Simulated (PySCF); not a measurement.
HfF3Cl, SMILES [F][Hf]([F])([F])[Cl], multiplicity 1.

Coordinates come from a B3LYP-D3(BJ)/def2-SVP optimisation. The multiplicity is an assumed one; no other spin state was optimised. The structure was generated by enumeration; whether it is a known compound was not checked. The def2 effective core potentials stand for the cores of Hf; spin–orbit coupling is left out.

Computed with TDDFT-PBE/def2-SVPD (PySCF).

Vertical excitations; the highest root listed may be one member of a degenerate set. The molecule is in vacuum. State labels are in the subgroup Cs.

Computed lowest excited states:
```json
[
 {"state": "S1", "symmetry": "A\"", "energy (eV)": "6.30", "λ (nm)": "197", "f": "0.000", "main pairs": "HOMO−1→LUMO+1 50 %, HOMO→LUMO 50 %"},
 {"state": "S2", "symmetry": "A'", "energy (eV)": "6.37", "λ (nm)": "195", "f": "0.001", "main pairs": "HOMO→LUMO+1, HOMO−1→LUMO (degenerate set)"},
 {"state": "S3", "symmetry": "A\"", "energy (eV)": "6.37", "λ (nm)": "195", "f": "0.001", "main pairs": "HOMO→LUMO, HOMO−1→LUMO+1 (degenerate set)"},
 {"state": "S4", "symmetry": "A'", "energy (eV)": "6.84", "λ (nm)": "181", "f": "0.060", "main pairs": "HOMO−1→LUMO 39 %, HOMO→LUMO+1 39 %, HOMO−1→LUMO+5 7 %, HOMO→LUMO+4 7 %"},
 {"state": "S5", "symmetry": "A'", "energy (eV)": "7.09", "λ (nm)": "175", "f": "0.029", "main pairs": "HOMO→LUMO+3 (degenerate set)"},
 {"state": "S6", "symmetry": "A\"", "energy (eV)": "7.09", "λ (nm)": "175", "f": "0.029", "main pairs": "HOMO−1→LUMO+3 (degenerate set)"},
 {"state": "S7", "symmetry": "A\"", "energy (eV)": "7.12", "λ (nm)": "174", "f": "0.000", "main pairs": "HOMO−1→LUMO+2 (degenerate set)"},
 {"state": "S8", "symmetry": "A'", "energy (eV)": "7.12", "λ (nm)": "174", "f": "0.000", "main pairs": "HOMO→LUMO+2 (degenerate set)"},
 {"state": "S9", "symmetry": "A'", "energy (eV)": "7.40", "λ (nm)": "168", "f": "0.001", "main pairs": "HOMO−2→LUMO+1 (degenerate set)"},
 {"state": "S10", "symmetry": "A\"", "energy (eV)": "7.40", "λ (nm)": "168", "f": "0.001", "main pairs": "HOMO−2→LUMO (degenerate set)"},
 {"state": "T1", "symmetry": "A'", "energy (eV)": "6.00", "λ (nm)": "207", "f": "0", "main pairs": "HOMO→LUMO+1 50 %, HOMO−1→LUMO 49 %"},
 {"state": "T2", "symmetry": "A'", "energy (eV)": "6.12", "λ (nm)": "203", "f": "0", "main pairs": "HOMO−1→LUMO, HOMO→LUMO+1 (degenerate set)"},
 {"state": "T3", "symmetry": "A\"", "energy (eV)": "6.12", "λ (nm)": "203", "f": "0", "main pairs": "HOMO−1→LUMO+1, HOMO→LUMO (degenerate set)"},
 {"state": "T4", "symmetry": "A\"", "energy (eV)": "6.29", "λ (nm)": "197", "f": "0", "main pairs": "HOMO→LUMO 50 %, HOMO−1→LUMO+1 50 %"}
]
```
Triplets are in the Tamm–Dancoff approximation, which puts them higher than full response would, so one can lie above its singlet here.
